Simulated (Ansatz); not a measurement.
```yaml
crystal:
  periodic: [false, false, false]
  atoms:
    - {symbol: C, position_ang: [-2.986281, 0.318093, -0.520476]}
    - {symbol: N, position_ang: [-1.941362, -0.649038, -0.306160]}
    - {symbol: C, position_ang: [-2.428193, -1.974176, -0.596041]}
    - {symbol: Y, position_ang: [0.127396, -0.270256, 0.233099]}
    - {symbol: N, position_ang: [0.558004, 1.757565, 0.780382]}
    - {symbol: C, position_ang: [-0.568907, 2.340014, 1.465867]}
    - {symbol: C, position_ang: [1.638004, 2.695491, 0.668415]}
    - {symbol: C, position_ang: [1.353600, -2.535342, -0.362388]}
    - {symbol: C, position_ang: [2.162194, -1.939697, 0.632472]}
    - {symbol: C, position_ang: [2.751740, -0.782670, 0.081912]}
    - {symbol: C, position_ang: [2.289728, -0.647652, -1.241133]}
    - {symbol: C, position_ang: [1.425544, -1.733824, -1.518806]}
    - {symbol: H, position_ang: [-2.627849, 1.338114, -0.350068]}
    - {symbol: H, position_ang: [-3.376567, 0.281970, -1.551574]}
    - {symbol: H, position_ang: [-3.851421, 0.158406, 0.145844]}
    - {symbol: H, position_ang: [-3.265312, -2.266759, 0.060513]}
    - {symbol: H, position_ang: [-1.641282, -2.725771, -0.465611]}
    - {symbol: H, position_ang: [-2.795682, -2.067975, -1.632113]}
    - {symbol: H, position_ang: [-0.998036, 3.206613, 0.934922]}
    - {symbol: H, position_ang: [-0.312723, 2.682238, 2.482413]}
    - {symbol: H, position_ang: [-1.389944, 1.612842, 1.581602]}
    - {symbol: H, position_ang: [1.995323, 3.040723, 1.653340]}
    - {symbol: H, position_ang: [2.487356, 2.247093, 0.147747]}
    - {symbol: H, position_ang: [1.347252, 3.599759, 0.107832]}
    - {symbol: H, position_ang: [0.792418, -3.454147, -0.259877]}
    - {symbol: H, position_ang: [2.339622, -2.331549, 1.625482]}
    - {symbol: H, position_ang: [3.425589, -0.109987, 0.592726]}
    - {symbol: H, position_ang: [2.563576, 0.137676, -1.932387]}
    - {symbol: H, position_ang: [0.926222, -1.927763, -2.457921]}
basis:
  gaussian: {orbitals: def2-mTZVP}
hamiltonian: {xc: {name: wPBEh}}
accuracy: high
output: {forces: true}
```

```sh
$ ansatz run in.yaml --threads 11 --pin off --events-out ev --progress --plain --max-ram 174080MiB --backend cuda --devices 0, --max-vram 75GiB
```

Shortened log:

```
Functional definition: wPBEh
6465 factors; integrals over basis functions are off by at most 5.3e-8 eV
217 factors; integrals over basis functions are off by at most 2.4e-9 eV
mean field evaluation 1: about -13589.9763 eV, gradient 1.2e2 eV
mean field evaluation 2: about -13471.6349 eV, gradient 2.3e2 eV
mean field evaluation 4: about -13622.9288 eV, gradient 1.7e1 eV
mean field evaluation 8: about -13623.5438 eV, gradient 8.6e-1 eV
mean field evaluation 16: about -13624.0831 eV, gradient 9.5e-4 eV
mean field -13624.08306252 eV, -500.6758178123 hartree, gradient 4.0e-8 eV, S^2 0.000000; 0 other end points of the search recorded, 0 dependent functions left out
reference -13624.08307093 eV, -500.6758181215 hartree; 48, 48 occupied and 245, 245 virtual orbitals, 6465 factors
Total energy: -13624.08307093 eV, -500.6758181215 hartree
Atom 0 at    -2.986281     0.318093    -0.520476 Å, force    -0.069161     0.041045    -0.015767 eV/Å
Atom 1 at    -1.941362    -0.649038    -0.306160 Å, force    -0.085496    -0.006315    -0.010109 eV/Å
Atom 2 at    -2.428193    -1.974176    -0.596041 Å, force    -0.047031    -0.062491    -0.016303 eV/Å
Atom 3 at     0.127396    -0.270256     0.233099 Å, force     0.054077    -0.082479     0.029143 eV/Å
Atom 4 at     0.558004     1.757565     0.780382 Å, force     0.010324     0.092093     0.024893 eV/Å
Atom 5 at    -0.568907     2.340014     1.465867 Å, force    -0.051953     0.076241     0.047039 eV/Å
Atom 6 at     1.638004     2.695491     0.668415 Å, force     0.044816     0.048425    -0.005830 eV/Å
Atom 7 at     1.353600    -2.535342    -0.362388 Å, force     0.011611    -0.040220    -0.007994 eV/Å
Atom 8 at     2.162194    -1.939697     0.632472 Å, force     0.028552    -0.025585     0.027896 eV/Å
Atom 9 at     2.751740    -0.782670     0.081912 Å, force     0.047784    -0.012850     0.001183 eV/Å
Atom 10 at     2.289728    -0.647652    -1.241133 Å, force     0.031206     0.014005    -0.028837 eV/Å
Atom 11 at     1.425544    -1.733824    -1.518806 Å, force     0.000225    -0.024008    -0.035584 eV/Å
Atom 12 at    -2.627849     1.338114    -0.350068 Å, force    -0.022601    -0.008375    -0.012337 eV/Å
Atom 13 at    -3.376567     0.281970    -1.551574 Å, force     0.000129     0.012155     0.010034 eV/Å
Atom 14 at    -3.851421     0.158406     0.145844 Å, force     0.001182     0.010168    -0.006797 eV/Å
Atom 15 at    -3.265312    -2.266759     0.060513 Å, force     0.007103    -0.007771    -0.008521 eV/Å
Atom 16 at    -1.641282    -2.725771    -0.465611 Å, force    -0.022142    -0.003666    -0.006228 eV/Å
Atom 17 at    -2.795682    -2.067975    -1.632113 Å, force     0.000994    -0.009722     0.009323 eV/Å
Atom 18 at    -0.998036     3.206613     0.934922 Å, force    -0.001710    -0.006079     0.015072 eV/Å
Atom 19 at    -0.312723     2.682238     2.482413 Å, force    -0.014530    -0.001164    -0.007532 eV/Å
Atom 20 at    -1.389944     1.612842     1.581602 Å, force    -0.000699     0.026149     0.016659 eV/Å
Atom 21 at     1.995323     3.040723     1.653340 Å, force     0.007712     0.000880    -0.008588 eV/Å
Atom 22 at     2.487356     2.247093     0.147747 Å, force    -0.007075     0.019381     0.009050 eV/Å
Atom 23 at     1.347252     3.599759     0.107832 Å, force     0.011451    -0.003525     0.001584 eV/Å
Atom 24 at     0.792418    -3.454147    -0.259877 Å, force     0.010389    -0.013943    -0.002598 eV/Å
Atom 25 at     2.339622    -2.331549     1.625482 Å, force     0.013134    -0.010626     0.001335 eV/Å
Atom 26 at     3.425589    -0.109987     0.592726 Å, force     0.012900    -0.005223    -0.000526 eV/Å
Atom 27 at     2.563576     0.137676    -1.932387 Å, force     0.014687    -0.005529    -0.009330 eV/Å
Atom 28 at     0.926222    -1.927763    -2.457921 Å, force     0.014123    -0.010970    -0.010331 eV/Å
Dipole moment:    -0.070675    -0.059494     0.265264 e Å
```

Run time 9 s (11 threads of an AMD EPYC 7R13 on a shared host and a whole NVIDIA H100 80 GB); peak host memory 1.9 GiB.
